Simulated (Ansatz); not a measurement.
`[O]1[SiH2][GaH]1` + `[Cl][Mg][Br]` → `[Cl][Ga]1[O][SiH2]1` + `[MgH][Br]` at 700 K and 1 bar (redistribution).

Isolated molecules relaxed with PBE0-D4/def2-TZVP in Ansatz; ΔE leaves out vibrations. CBS: MP2 limit from def2 TZ/QZ plus the TZ coupled-cluster correction, frozen cores. For Br, Ga, Mg outer-core shells are correlated without core-valence functions, which leaves a few kJ/mol of doubt a bond. Scalar relativity is left out up to krypton.

| species | CCSD(T)/CBS energy (Eh) | H − E (kJ/mol) | S (J/(mol·K)) |
| --- | --- | --- | --- |
| `[O]1[SiH2][GaH]1` | -2289.99878 | 122.4 | 369.8 |
| `[Cl][Mg][Br]` | -3233.14611 | 44.5 | 340.2 |
| `[Cl][Ga]1[O][SiH2]1` | -2749.24215 | 115.5 | 417.2 |
| `[MgH][Br]` | -2773.87245 | 49.2 | 296.6 |

H − E and S are ideal-gas, rigid-rotor, harmonic terms from PBE0-D4/def2-TZVP. 1 Eh = 2625.50 kJ/mol, R = 8.31446 J/(mol·K).

Task: By hand: ΔE, ΔH, ΔS and ΔG.

Result: ΔE = (-2749.24215) + (-2773.87245) − (-2289.99878) − (-3233.14611) = 0.03029 Eh = 79.5 kJ/mol. Δ(H − E) = 115.5 + 49.2 − 122.4 − 44.5 = -2.2, so ΔH = 77.3 kJ/mol. ΔS = 417.2 + 296.6 − 369.8 − 340.2 = 3.8 J/(mol·K). ΔG = 77.3 − 700 × (3.8)/1000 = 74.6 kJ/mol.

Task: By hand: the equilibrium constant, and the temperature at which ΔG would vanish if ΔH and ΔS stayed fixed.

Result: log₁₀ K = −ΔG/(RT ln 10) = -5.6. ΔG = 0 at ΔH/ΔS = 20342 K, far beyond where these terms or the molecules hold.

The number of gas molecules stays the same, so ΔS is small and ΔH decides. A doubt of 5 kJ/mol in ΔE shifts log₁₀ K by 0.4 here. These are equilibria of isolated gas molecules and say nothing of rates. Largest T1 diagnostic: 0.017 (customary marks: 0.02 for closed shells, 0.045 for open ones).
